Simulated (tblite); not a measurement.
C₈H₁₀N₂.
Numbering: `[CH3:1]/[N:2]=[CH:3]\[c:4]1[cH:5][cH:6][n:7][cH:8][c:9]1[CH3:10]` (hydrogens: H11, H12, H13 on C1; H14 on C3; H15 on C5; H16 on C6; H17 on C8; H18, H19, H20 on C10)

Geometry (GFN2-xTB, Å), atoms numbered from 1 in this order:
```
atom  x, y, z in Å
C1     2.7801   -0.4151   -0.0789
N2     1.9885   -1.0922    0.9010
C3     0.7690   -0.8475    1.0826
C4    -0.0962    0.1521    0.4198
C5     0.2269    1.5062    0.4395
C6    -0.6319    2.4049   -0.1717
N7    -1.7485    2.0392   -0.7756
C8    -2.0557    0.7543   -0.7917
C9    -1.2794   -0.2440   -0.2154
C10   -1.6789   -1.6840   -0.2789
H11    3.5234    0.1861    0.4472
H12    2.2174    0.2257   -0.7674
H13    3.3190   -1.1767   -0.6443
H14    0.2739   -1.4585    1.8346
H15    1.1218    1.8470    0.9383
H16   -0.4180    3.4655   -0.1814
H17   -2.9819    0.5061   -1.2956
H18   -2.5531   -1.8123   -0.9122
H19   -1.9164   -2.0540    0.7189
H20   -0.8651   -2.2921   -0.6718
```

Computed values, GFN2-xTB/tblite, gas phase, harmonic and unscaled. The method is semi-empirical: single wavenumbers can be off by several per cent or more. One conformer, not necessarily the lowest.

Harmonic wavenumbers (cm⁻¹): 47.2, 98.5, 109.2, 148.8, 184.6, 192.1, 268.4, 338.9, 386.8, 433.9, 470.9, 521.9, 568.5, 651.4, 709.1, 801.8, 832.6, 841.6, 868.7, 902.6, 917.1, 1006.2, 1009.2, 1028.1, 1092.9, 1102.7, 1130.0, 1146.8, 1202.0, 1249.5, 1260.0, 1280.9, 1319.0, 1386.8, 1391.3, 1405.7, 1460.9, 1461.9, 1473.5, 1476.5, 1481.8, 1550.4, 1576.9, 1736.3, 2915.5, 2981.1, 2983.2, 2998.5, 3001.5, 3019.7, 3044.2, 3047.7, 3059.7, 3086.5.

A = 2182, B = 1098, C = 801.2 MHz; mass 134.084 u (most abundant isotopes); point group C1, symmetry number 1.

**Question.** What is the zero-point energy?

**Answer.** Half the sum of the wavenumbers: 35331 cm⁻¹ = 101.02 kcal/mol.

**Question.** What is S at 350 K and 1 bar for an ideal gas of classical rigid rotors and harmonic oscillators?

**Answer.** Translation 41.41, rotation 29.98, vibration 33.16: S = 104.6 cal/(mol K).

**Question.** And Cp and H(350 K) − H(0)?

**Answer.** Cp = 43.84 cal/(mol K), of which vibrations give 35.90 (their classical limit is 54 R = 107.3); H(350 K) − H(0) = 8.96 kcal/mol without the zero-point energy, 6.18 from vibrations.

**Question.** Which modes carry the vibrational entropy at 350 K?

**Answer.** 47.2 cm⁻¹: 5.25; 98.5 cm⁻¹: 3.80; 109.2 cm⁻¹: 3.60; 148.8 cm⁻¹: 2.99; 184.6 cm⁻¹: 2.58; 192.1 cm⁻¹: 2.51 cal/(mol K); the other 48 give 12.43 together.

**Question.** Blend soft modes into free rotors: weight 1/[1 + (100 cm⁻¹/ν̃)⁴] for the oscillator and the rest for a rotor with moment μB/(μ + B), μ = h/(8π²ν), B = 10⁻⁴⁴ kg m². What vibrational entropy results?

**Answer.** 30.99 cal/(mol K) in place of 33.16, which changes −T·S at 350 K by +0.76 kcal/mol.

**Question.** How do the functions run with temperature in this model?

**Answer.** 
| T (K) | S (cal/(mol K)) | Cp (cal/(mol K)) | H − H(0) (kcal/mol) | G − H(0) (kcal/mol) | ln q(vib) |
| --- | --- | --- | --- | --- | --- |
| 100 | 69.2 | 18.4 | 1.27 | -5.65 | 1.52 |
| 200 | 84.9 | 28.0 | 3.59 | -13.40 | 4.01 |
| 300 | 98.2 | 38.4 | 6.90 | -22.56 | 6.53 |
| 500 | 122.7 | 58.5 | 16.67 | -44.70 | 11.63 |
| 800 | 154.9 | 78.2 | 37.45 | -86.49 | 19.17 |
| 1000 | 173.3 | 86.6 | 53.98 | -119.36 | 23.93 |

q(vib) and H(0) count from the zero-point level.

Hindered rotation and anharmonicity are outside this model. Other conformers, if any are populated, would add a mixing term that is left out. The structure is chiral; the term R ln 2 for an equal mix with its mirror image is left out.

Hardware: one thread of an x86-64 server (shared host). This covers the Hessian and the dipole derivatives.
